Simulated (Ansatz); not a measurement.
C5H11O2, charge +1, singlet, geometry from GFN2-xTB. Base run: Ansatz (a first-principles code) with CAM-B3LYP/6-31G.

Input for Ansatz:
Ansatz 0.2 input:
```yaml
crystal:
  periodic: [false, false, false]
  atoms:
    - {symbol: C, position_ang: [-1.11122537, -0.17288140, -1.33380704]}
    - {symbol: C, position_ang: [-0.57010329, -0.16996179, 0.11985602]}
    - {symbol: C, position_ang: [-1.33695232, 0.85239256, 0.95921364]}
    - {symbol: C, position_ang: [-0.66467270, -1.57567562, 0.71383606]}
    - {symbol: C, position_ang: [0.85397347, 0.24309092, -0.06574510]}
    - {symbol: O, position_ang: [1.12576377, 1.48989089, -0.06054431]}
    - {symbol: O, position_ang: [1.72292858, -0.66688557, -0.27850548]}
    - {symbol: H, position_ang: [-0.58137629, -0.88998833, -1.95530409]}
    - {symbol: H, position_ang: [-2.15651977, -0.46659898, -1.29127586]}
    - {symbol: H, position_ang: [-1.05348344, 0.81511820, -1.78298812]}
    - {symbol: H, position_ang: [-2.37751648, 0.54998635, 1.02278069]}
    - {symbol: H, position_ang: [-1.29552996, 1.84341474, 0.51740807]}
    - {symbol: H, position_ang: [-0.93703627, 0.90152611, 1.96819509]}
    - {symbol: H, position_ang: [-0.24418740, -1.60083190, 1.71530987]}
    - {symbol: H, position_ang: [-1.70924784, -1.86359540, 0.77886709]}
    - {symbol: H, position_ang: [-0.14692126, -2.30500824, 0.09817355]}
    - {symbol: H, position_ang: [2.03860318, 1.78475263, -0.24831249]}
    - {symbol: H, position_ang: [2.64755800, -0.41460576, -0.47057695]}
basis:
  gaussian:
    orbitals: 6-31G
hamiltonian:
  xc: cam_b3lyp
total_charge: 1
```

Each row names what was changed in the base input (with any setting that the change needs).

```
change                                                           ΔE vs base (mEh)
---------------------------------------------------------------  ----------------
base                                                                        0.000
fitting.mean_field = def2-universal-JKFIT                                       ?
final_grid = 6, 12, 29                                                      0.008
accuracy = high                                                             0.010
point_charge = charge:0.5 position_ang:-5.3447, -2.0413, 2.7246            36.849
lower_state_search = off                                                    0.000
lower_state_search = light                                                  0.000
final_grid = 10, 20, 41                                                     0.000
point_charge = charge:1.0 position_ang:-4.2169, -4.2961, 1.8886            72.847
final_grid = 4, 8, 17                                                           ?
forces = on                                                                 0.000
```

Problem. Fill in the missing entries.

Solution. 
- fitting.mean_field = def2-universal-JKFIT, ΔE vs base (mEh): -0.086
- final_grid = 4, 8, 17, ΔE vs base (mEh): 0.104
